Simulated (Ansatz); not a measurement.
A structure relaxed at r2SCAN/def2-TZVPD in Ansatz, charge -1, singlet:

```
atom   x (Å)   y (Å)   z (Å)
 Li1  -2.592   3.250   0.603
 Li2   3.130  -1.835  -0.777
 Li3  -2.607   0.000   0.479
 Li4  -1.787  -3.240   0.182
 Li5   2.216   1.380  -0.454
 Li6  -0.245   1.604   1.099
 Li7   0.576   4.158  -0.016
 Li8   0.312  -1.207  -0.191
 Li9   0.996  -4.111  -0.926
```

(1) Give its formula and point group.

(2) Summarise the bond lengths by kind (pairs closer than 1.2 times the sum of covalent radii, bridged metal pairs left out).

Answers

(1) Li9⁻. Point group Cs (tolerance 0.1 Å).

(2) 6 × Li–Li 2.91 to 2.95 Å.

The restricted singlet is unstable towards broken spin symmetry in Hartree–Fock (as tested in another run); at r2SCAN/def2-TZVPD this wasn't settled. Another isomer (singlet) lies 1.00 eV lower at PBE0/def2-TZVPD; other spin states weren't run for this one.
